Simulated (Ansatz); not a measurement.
`FC(F)[O][ZnH]` + `C[SiH2]O` → `C[SiH2][O][ZnH]` + `OC(F)F`  (ligand exchange at a Zn–O bond)

Gas-phase electronic energies from Ansatz, PBE0-D4/def2-TZVP geometries. CCSD(T)/CBS is the MP2 limit (def2-TZVPP, def2-QZVPP) plus CCSD(T) − MP2 in def2-TZVPP, frozen cores. This one scheme is used for every species. Functionals use def2-TZVPP. For Zn outer-core shells are correlated without core-valence functions, which leaves a few kJ/mol of doubt a bond. Scalar relativity is left out up to krypton. One conformer a species, not always the lowest.

| level | ΔE (kJ/mol) |
| --- | --- |
| r2SCANh | 0.7 |
| RPA@PBE/def2-TZVPP | -0.8 |
| CCSD/def2-SVP | -4.0 |
| CCSD/CBS(def2) | -1.8 |

**Question.** What does CCSD(T)/CBS give? (Estimate.)

**Answer.** The calculation gave: -1.5 kJ/mol. The listed levels differ from it by 2.2, 0.7, -2.5, -0.3 kJ/mol.

**Question.** What do rigid-rotor, harmonic-oscillator terms from PBE0-D4/def2-TZVP frequencies (298.15 K, 1 bar) make of the CCSD(T)/CBS value? (Best estimate.)

**Answer.** The calculation gave: ΔZPE = +3.4 kJ/mol, ΔH = +1.4 kJ/mol, ΔS = -3 J/(mol·K), ΔG = +2.5 kJ/mol. Modes under 50 cm⁻¹ make the entropy rough.

Largest T1 diagnostic among the species: 0.015.

Leaving LDA and LC-ωPBE aside and taking each functional with its dispersion term where it has one, the values, not all of them listed here, spread over 4.7 kJ/mol, from PBE-QIDH to revPBE-D4.
